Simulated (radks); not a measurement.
The numbers below are computed, except where a source is named.
All-electron atom: the promethium ion Pm2+ in [Xe] 4f5.

Level of theory: Dirac Kohn-Sham, BLYP, spin-unpolarised, spherical densities, point nucleus; open shells fill j = l - 1/2 first (a radial shooting solver on a logarithmic mesh with Libxc functionals).

Energy parts (Ry):
total: -20054.6846
kinetic: 21689.2086
electron-nucleus: -49014.2491
Hartree: 7730.7519
exchange-correlation: -460.3960

Orbitals (lengths in bohr, moments of r in powers of bohr; r(90%) holds 90 % of the orbital's charge):
| orbital | occ. | eigenvalue (Ry) | r(90%) | small-component weight |
|---|---|---|---|---|
| 1s1/2 | 2 | -3307.404 | 0.0418 | 5.13e-02 |
| 2s1/2 | 2 | -538.2651 | 0.153 | 1.12e-02 |
| 2p1/2 | 2 | -509.7794 | 0.136 | 1.13e-02 |
| 2p3/2 | 4 | -468.5848 | 0.144 | 1.05e-02 |
| 3s1/2 | 2 | -118.0720 | 0.382 | 3.50e-03 |
| 3p1/2 | 2 | -105.8629 | 0.375 | 3.45e-03 |
| 3p3/2 | 4 | -97.58111 | 0.393 | 3.24e-03 |
| 3d3/2 | 4 | -76.36359 | 0.366 | 3.12e-03 |
| 3d5/2 | 6 | -74.56856 | 0.371 | 3.06e-03 |
| 4s1/2 | 2 | -24.20874 | 0.852 | 1.10e-03 |
| 4p1/2 | 2 | -19.56660 | 0.886 | 1.03e-03 |
| 4p3/2 | 4 | -17.75790 | 0.927 | 9.53e-04 |
| 4d3/2 | 4 | -10.12660 | 1.03 | 7.96e-04 |
| 4d5/2 | 6 | -9.80546 | 1.04 | 7.77e-04 |
| 4f5/2 | 5 | -1.11328 | 1.83 | 4.06e-04 |
| 4f7/2 | 0 | -1.07863 | 1.86 | 3.97e-04 |
| 5s1/2 | 2 | -4.02407 | 2.07 | 2.31e-04 |
| 5p1/2 | 2 | -2.78167 | 2.38 | 1.82e-04 |
| 5p3/2 | 4 | -2.53837 | 2.51 | 1.63e-04 |

The highest occupied level is 4f5/2 at -15.147 eV. Summed over all electrons, <r^2> = 41.57 bohr^2, which gives a Langevin (diamagnetic) susceptibility term of -32.9 x 10^-6 cm^3/mol. For comparison, the ionisation energy in NIST's Atomic Spectra Database is 22.4 eV (semi-empirical). In exact Kohn-Sham theory the highest level is minus the ionisation energy, but local and semilocal functionals leave it too shallow, through self-interaction and a potential that decays too fast; potentials with the right tail come closer. The density falls to 0.001 e/bohr^3 at r = 3.58 bohr.

Beside tabulated values, note that spin-unpolarised runs miss the spin-polarisation part of the exchange energy of open shells.
